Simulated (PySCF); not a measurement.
PySCF input (BP86/def2-SVP):

```python
from pyscf import gto, dft

mol = gto.M(
    atom='''
    C     0.03298800    0.00617600   -0.64515000
    N    -0.03068400   -0.00588800    0.58046400
    H     0.91618900    0.29402200   -1.22721300
    H    -0.89932600   -0.28985600    1.03486900
    ''',
    basis='def2-svp',
    charge=0,
    spin=1,
    verbose=4,
)

mf = dft.UKS(mol, xc='bp86')
mf.grids.level = 3
mf.conv_tol = 1e-9
mf.max_cycle = 100
mf.max_memory = 1500
mf.kernel()
if not mf.converged:
    mf = mf.newton()
    mf.kernel(mf.make_rdm1())
mo, _, stable, _ = mf.stability(return_status=True)
if not stable:
    mf.kernel(mf.make_rdm1(mo, mf.mo_occ))
    stable = mf.stability(return_status=True)[2]
mf.dip_moment()
```

From the output:

```
direct_scf_tol = 1e-13
number electrons alpha = 8  beta = 7
XC library pyscf.dft.libxc version 7.1.2
    S. Lehtola, C. Steigemann, M. J. T. Oliveira, and M. A. L. Marques,  SoftwareX 7, 1–5 (2018)
XC functionals = bp86
    A. D. Becke,  Phys. Rev. A 38, 3098 (1988)
    J. P. Perdew,  Phys. Rev. B 33, 8822 (1986)
    J. P. Perdew,  Phys. Rev. B 34, 7406–7406 (1986)
radial grids:
    Treutler-Ahlrichs [JCP 102, 346 (1995); DOI:10.1063/1.469408] (M4) radial grids

becke partition: Becke, JCP 88, 2547 (1988); DOI:10.1063/1.454033
pruning grids: <function nwchem_prune>
grids dens level: 3
symmetrized grids: False
atomic radii adjust function: <function treutler_atomic_radii_adjust>
small_rho_cutoff = 0
Set gradient conv threshold to 3.16228e-05
tot grids = 47640
init E= -94.0059062371932
  alpha nocc = 8  HOMO = -0.179849456055684  LUMO = -0.0854849011300929
  beta  nocc = 7  HOMO = -0.370347963799576  LUMO = -0.179849456055682

WARN: HOMO -0.179849456055684 >= LUMO -0.179849456055682

cycle= 1 E= -93.8787556136908  delta_E= 0.127  |g|= 0.193  |ddm|= 1.53
  alpha nocc = 8  HOMO = -0.118596549629144  LUMO = 0.00832857272189313
  beta  nocc = 7  HOMO = -0.252420443512971  LUMO = -0.0688581332256297
  HOMO = -0.118596549629  LUMO = -0.0688581332256  gap/eV = 1.35345
cycle= 2 E= -93.8188937733221  delta_E= 0.0599  |g|= 0.406  |ddm|= 0.473
  alpha nocc = 8  HOMO = -0.145137246969771  LUMO = -0.0219508581718242
  beta  nocc = 7  HOMO = -0.30438842975074  LUMO = -0.0892448617012804
  HOMO = -0.14513724697  LUMO = -0.0892448617013  gap/eV = 1.52091
cycle= 3 E= -93.8877121228788  delta_E= -0.0688  |g|= 0.131  |ddm|= 0.365
  alpha nocc = 8  HOMO = -0.160072719292916  LUMO = -0.0357345274657015
  beta  nocc = 7  HOMO = -0.311456696342799  LUMO = -0.103051001667624
  HOMO = -0.160072719293  LUMO = -0.103051001668  gap/eV = 1.55164
cycle= 4 E= -93.8969768741274  delta_E= -0.00926  |g|= 0.0077  |ddm|= 0.115
  alpha nocc = 8  HOMO = -0.159457392511002  LUMO = -0.0337742384987743
  beta  nocc = 7  HOMO = -0.309089731293898  LUMO = -0.100596793279023
  HOMO = -0.159457392511  LUMO = -0.100596793279  gap/eV = 1.60168
cycle= 5 E= -93.8970143976676  delta_E= -3.75e-05  |g|= 0.00212  |ddm|= 0.0135
  alpha nocc = 8  HOMO = -0.159627401659827  LUMO = -0.033886659811464
  beta  nocc = 7  HOMO = -0.309312060600143  LUMO = -0.100483712473794
  HOMO = -0.15962740166  LUMO = -0.100483712474  gap/eV = 1.60938
cycle= 6 E= -93.8970179638155  delta_E= -3.57e-06  |g|= 0.000585  |ddm|= 0.0041
  alpha nocc = 8  HOMO = -0.159617614724922  LUMO = -0.0338337235564299
  beta  nocc = 7  HOMO = -0.309264816433466  LUMO = -0.100397553160858
  HOMO = -0.159617614725  LUMO = -0.100397553161  gap/eV = 1.61146
cycle= 7 E= -93.8970184043236  delta_E= -4.41e-07  |g|= 0.000236  |ddm|= 0.00108
  alpha nocc = 8  HOMO = -0.159641667573005  LUMO = -0.0338142012458826
  beta  nocc = 7  HOMO = -0.309261843521178  LUMO = -0.100391376576481
  HOMO = -0.159641667573  LUMO = -0.100391376576  gap/eV = 1.61228
cycle= 8 E= -93.8970184823296  delta_E= -7.8e-08  |g|= 5.57e-05  |ddm|= 0.000528
  alpha nocc = 8  HOMO = -0.159637685385349  LUMO = -0.0338049409320011
  beta  nocc = 7  HOMO = -0.309264371315815  LUMO = -0.10038784526804
  HOMO = -0.159637685385  LUMO = -0.100387845268  gap/eV = 1.61227
cycle= 9 E= -93.8970184887469  delta_E= -6.42e-09  |g|= 8.31e-06  |ddm|= 0.000182
  alpha nocc = 8  HOMO = -0.15963804079757  LUMO = -0.0338055153991665
  beta  nocc = 7  HOMO = -0.309264120824977  LUMO = -0.10038875457536
  HOMO = -0.159638040798  LUMO = -0.100388754575  gap/eV = 1.61226
cycle= 10 E= -93.8970184888133  delta_E= -6.64e-11  |g|= 3.58e-06  |ddm|= 1.86e-05
  alpha nocc = 8  HOMO = -0.159637731605561  LUMO = -0.0338052723686317
  beta  nocc = 7  HOMO = -0.309264851938289  LUMO = -0.100388392463544
  HOMO = -0.159637731606  LUMO = -0.100388392464  gap/eV = 1.61226
Extra cycle  E= -93.8970184887615  delta_E= 5.17e-11  |g|= 1.09e-05  |ddm|= 1.12e-05
converged SCF energy = -93.8970184887615  <S^2> = 0.75167745  2S+1 = 2.0016767
uhf_internal: lowest eigs of H = [0.21283515 0.32441483 0.36871881]
<class 'pyscf.dft.uks.UKS'> wavefunction is stable in the internal stability analysis
Dipole moment(X, Y, Z, Debye): -0.40148, -0.13196,  0.11335
```

The geometry given is a B3LYP-D3(BJ)/def2-TZVP minimum.
